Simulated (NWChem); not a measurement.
System: PH, triplet; SMILES [PH]

Program: NWChem. Pople sets run with spherical d functions. Spin-unrestricted. Geometry: optimised at PBE0-D3(BJ)/def2-TZVP, spin-unrestricted. No stability test was run on the SCF state. B3LYP is NWChem's, with the RPA form of VWN correlation. Vertical excitations in the gas phase; the lowest state need not have the same character in each row. Excited states of an open shell can be spin-contaminated.

```
level                   lowest excitation (eV)  oscillator strength of that lowest state  lowest state with f > 0.02 (eV)  oscillator strength of that bright state  lowest empty minus highest occupied level, either spin (eV)
----------------------  ----------------------  ----------------------------------------  -------------------------------  ----------------------------------------  -----------------------------------------------------------
PBE/6-31+G*, TDA                          3.92                                     0.018                             5.68                                     0.049                                                         2.23
B3LYP/6-31+G*, TDA                        3.89                                     0.019                             5.80                                     0.041                                                         3.65
BHandHLYP/6-31+G*, TDA                    3.96                                     0.022                             3.96                                     0.022                                                         6.29
```
